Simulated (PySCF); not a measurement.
C6H5O3 (charge -1).
SMILES with atom numbers: `[CH:1]#[C:2]/[CH:3]=[C:4](\[O:5][CH3:6])[C:7](=[O:8])[O-:9]` (hydrogens: H10 on C1; H11 on C3; H12, H13, H14 on C6)

Structure optimised with GFN2-xTB, isolated species.

Question: What internal coordinates does the optimisation give?

Answer: 
| bond | length (Å) | order |
| --- | --- | --- |
| C1≡C2 | 1.204 | triple |
| C2–C3 | 1.404 | single |
| C3=C4 | 1.346 | double |
| C4–O5 | 1.369 | single |
| O5–C6 | 1.409 | single |
| C4–C7 | 1.565 | single |
| C7=O8, C7–O9 | 1.238 | double/single |
| C1–H10 | 1.050 | single |
| C3–H11 | 1.081 | single |
| C6–H12, C6–H13, C6–H14 | 1.094 | single |

Bonds in one row agree within 0.01 Å and their mean is given. Orders are formal, as drawn. A selection of angles:
| angle | degrees |
| --- | --- |
| C1–C2–C3 | 179.0 |
| C2–C3–C4 | 125.1 |
| C3–C4–O5 | 119.5 |
| C3–C4–C7 | 118.7 |
| O5–C4–C7 | 121.7 |
| C4–O5–C6 | 116.5 |
| C4–C7–O8 | 115.4 |
| O8–C7–O9 | 130.1 |

Torsions: C2–C3–C4–O5 0° (synperiplanar); C3–C4–O5–C6 175° (antiperiplanar); C3–C4–C7–O8 -55° (synclinal). The mirror-image conformer, all signs reversed, is as good.

C3 (alkene CH carbon) is planar (angles 125.1°, 117.8° and 117.1°, sum 360.0°, 0.00 Å off the plane of its three neighbours). C4 (vinylic carbon bearing oxygen) is planar (angles 121.7°, 119.5° and 118.7°, sum 359.9°, 0.03 Å off the plane of its three neighbours). Of the pairs four or more bonds apart, O9···H14 is among the closest relative to their van der Waals radii: 2.18 Å, 80 % of the sum of Bondi's values. The C–C distances run from 1.204 Å (C1≡C2, drawn triple) to 1.565 Å (C4–C7, drawn single), a spread of 0.361 Å. The C–O distances run from 1.234 Å (C7=O8, drawn double in one of several resonance forms) to 1.409 Å (O5–C6, drawn single), a spread of 0.175 Å. C7 (carboxylate carbon) is planar (angles 130.1°, 115.4° and 114.5°, sum 360.0°, 0.01 Å off the plane of its three neighbours).

Point group: C1 (no symmetry element, even within 0.4 Å). Whether it is a minimum is left open (no frequencies).

These are computed values.
